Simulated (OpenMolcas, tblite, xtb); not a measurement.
# How methods differ on CH4BFO (SMILES OCBF)

CH4BFO: 8 atoms, total charge 0, spin state singlet. As SMILES, `OCBF`. The coordinates come from a PBE0-D4/def2-TZVP relaxation. This is one conformer, not always the lowest.

```xyz
8

O    -1.2405    0.7626   -0.1693
C     0.1179    0.4250   -0.0136
B     0.3686   -1.1120    0.0760
F    -0.6229   -1.9767    0.0072
H    -1.3191    1.7175   -0.2173
H     0.5631    0.8720    0.8937
H     0.7442    0.7998   -0.8434
H     1.4810   -1.5454    0.2108
```

Each level gives the energy change with the O1–H5 bond stretched from 0.959 to 1.247 Å (eV). The values are calculated.

```tsv
level	kind	program	value (eV)	CPU time (all runs)
GFN-FF	force field	xtb	1.69	under 2 s
IPEA1-xTB	semi-empirical	tblite	1.34	under 2 s
HF/def2-SVPD (restricted)	Hartree–Fock	OpenMolcas	1.52	40 s
SVWN5/def2-SVPD (restricted)	LDA	OpenMolcas	1.03	92 s
PBE/def2-SVPD (restricted)	GGA	OpenMolcas	1.02	2.3 min
TPSS/def2-SVPD (restricted)	meta-GGA	OpenMolcas	1.02	3.2 min
r2SCAN/def2-SVPD (restricted)	meta-GGA	OpenMolcas	1.13	3 min
BHLYP/def2-SVPD (restricted)	global hybrid	OpenMolcas	1.33	2.2 min
MP2/def2-SVPD (restricted)	perturbation theory	OpenMolcas	1.15	38 s
```

The first shape isn't each level's own minimum. The values span 1.02 to 1.69 eV. CPU times are rough (shared hosts, several kinds of processor): they show what a rung costs within a factor of a few.
